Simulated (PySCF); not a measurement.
C₂H₃O, SMILES C([CH2])=O, multiplicity 2. Geometry optimised at B3LYP-D3(BJ)/def2-TZVP. The isomer is the one that the SMILES or the coordinates give; other isomers of the formula were not compared.

Computed equilibrium geometry at B3LYP-D3(BJ)/def2-TZVP (PySCF confirms it by a frequency run) as Cartesian coordinates in Å, and its point group:
point group Cs.
```xyz
6

C      0.1714     1.1651     0.0000
C     -0.4056    -0.1321     0.0000
O      0.2641    -1.1662     0.0000
H      1.2487     1.2665     0.0000
H     -0.4477     2.0525     0.0000
H     -1.5089    -0.1869     0.0000
```
Charge 0, spin multiplicity 2.
